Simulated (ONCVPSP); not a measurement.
**Logarithmic derivatives: sulfur, ONCV**

* Element: sulfur
* Generator: ONCVPSP 4.0.1
* Type: optimised norm-conserving Vanderbilt (ONCV)
* Functional: BLYP
* Relativity: fully relativistic
* Frozen core: [Ne]
* Valence charge: 6
* Reference configuration: 3s1 3p5
* Partial waves: 3s: rc 1.50 bohr, ncon 4, nbas 9, qcut 4.5 1/bohr, 2 projectors, debl 2.2 Ha; 3p: rc 1.70 bohr, ncon 4, nbas 9, qcut 4.2 1/bohr, 2 projectors, debl 3 Ha; d scattering state at 0.42 Ha: rc 1.50 bohr, ncon 4, nbas 7, qcut 6.3 1/bohr, local
* Local potential: the d channel
* Core correction: Teter function, fcfact 2.25, rcfact 1.6

Open shells are filled in proportion to 2j + 1.

The phase is arctan(r·R′/R) of the radial function R(r), unwrapped; energies in Ha, scanned from -2 to 5 Ha. A pole is an energy at which the radial function vanishes at the test radius. The pseudo phase is shifted by a multiple of π to meet the all-electron one at the reference energy, and phase errors are pseudo minus all-electron; the curves can meet again beyond the range given. Levels narrower than the energy grid can be missing from the lists of poles.

```
channel  radius (bohr)  reference energy (Ha)  poles, all-electron  poles, pseudo  unbroken range about the reference energy with phases within 0.05 rad  phase error 1 Ha above the reference energy (rad)
      s           1.52                  -0.65                 2.04           2.04                                                              below 4.7                                             -0.000
   p3/2           1.72                  -0.27                 1.54           1.54                                                              below 4.4                                             -0.000
   p1/2           1.72                  -0.27                 1.53           1.53                                                              below 4.4                                             -0.000
   d5/2           1.52                   0.42                 2.71           2.92                                                              below 3.4                                             +0.008
   d3/2           1.52                   0.42                 2.71           2.92                                                              below 3.4                                             +0.008
```

Phases in the p1/2 channel:

```
E (Ha)  all-electron  pseudo
 -1.98         1.006   1.004
 -1.80         0.941   0.940
 -1.62         0.857   0.856
 -1.44         0.745   0.743
 -1.26         0.590   0.589
 -1.08         0.377   0.376
 -0.90         0.096   0.095
 -0.72        -0.232  -0.232
 -0.54        -0.546  -0.547
 -0.36        -0.801  -0.801
 -0.18        -0.990  -0.990
  0.00        -1.127  -1.127
  0.18        -1.229  -1.229
  0.36        -1.307  -1.307
  0.54        -1.368  -1.368
  0.72        -1.418  -1.418
  0.90        -1.460  -1.460
  1.08        -1.496  -1.497
  1.26        -1.528  -1.529
  1.44        -1.557  -1.558
  1.62        -1.584  -1.585
  1.80        -1.610  -1.610
  1.98        -1.635  -1.635
  2.16        -1.660  -1.660
  2.34        -1.686  -1.686
  2.52        -1.713  -1.713
  2.70        -1.742  -1.742
  2.88        -1.775  -1.775
  3.06        -1.812  -1.813
  3.24        -1.857  -1.857
  3.42        -1.911  -1.912
  3.60        -1.980  -1.981
  3.78        -2.071  -2.075
  3.96        -2.198  -2.206
  4.14        -2.382  -2.399
  4.32        -2.652  -2.686
  4.50        -3.021  -3.076
  4.68        -3.421  -3.486
  4.86        -3.751  -3.810
```
